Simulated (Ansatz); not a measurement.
Born–Oppenheimer molecular dynamics of AlF$_{3}$H$_{2}$ (6 atoms, charge 0, multiplicity 1). It starts at the highest image of a converged band, a first-order saddle point between two minima.

All numbers below come from RKS PBE-D4/def2-SVP (Ansatz).

* ensemble: NVE (velocity Verlet)
* time step: 0.5 fs
* steps asked: 200
* starting velocities drawn for: 300 K
* seed: 4745

First frame:

```xyz
6
Properties=species:S:1:pos:R:3
Al 0.017 -0.374 -0.104
F 0.019 -0.046 1.801
F 1.449 0.189 -0.747
F -1.447 0.119 -0.731
H 0.056 -1.887 0.599
H 0.042 -1.084 1.653
```

Q: How far do the bonds stretch over the last three quarters of this one trajectory? (Pairs bonded in most of those frames.)

A: 
```tsv
bond	mean (Å)	spread (Å)	shortest	longest
Al1–F2	1.812	0.136	1.55	1.93
Al1–F3	1.668	0.033	1.62	1.72
Al1–F4	1.665	0.039	1.58	1.72
Al1–H5	2.008	0.472	1.63	3.23
```

Pairs bonded in part of these frames only: Al1–H5 66 %, Al1–H6 54 %, F2–H6 34 %, H5–H6 41 %.

Mean temperature of the second half: 1024 K. The conserved energy stayed within 0.16 meV per atom of its start (net change -0.017 meV per atom), so the integration is sound. The kinetic energy rose, since the run started high on the potential surface and went downhill. It ends in pieces (AlF3 + H2), so much of that is their flight and rotation, not heat. A run of 0.1 ps of so small a system gives no equilibrium averages. The orbitals stay closed-shell, which can raise the energy where a bond breaks towards radicals; this wasn't checked here.

The run took 5.2 min on 1 thread of Arm Neoverse V1 (shared host), peak memory 0.11 GiB.
